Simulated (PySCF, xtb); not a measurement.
H₄O₃SeSi, SMILES O[Si](O)(O)[SeH]. The values are those of a single conformer.

Harmonic wavenumbers (cm⁻¹) from GFN2-xTB in xtb at its own minimum, in rising order: 68, 153, 156, 219, 231, 240, 256, 284, 292, 397, 599, 808, 821, 827, 832, 978, 989, 2097, 3679, 3683, 3685.

### Question
What does PBE0-D3(BJ)/def2-SVP (PySCF 2.14.0) give at its own minimum? (An estimate is asked for; the answer gives what the named calculation found.)

### Answer
130, 168, 192, 223, 231, 260, 307, 341, 357, 464, 673, 791, 816, 820, 859, 967, 997, 2453, 3917, 3927, 3933. Paired by order, the mean absolute difference is 77 cm⁻¹ and the zero-point energies are 30.4 and 32.6 kcal/mol.
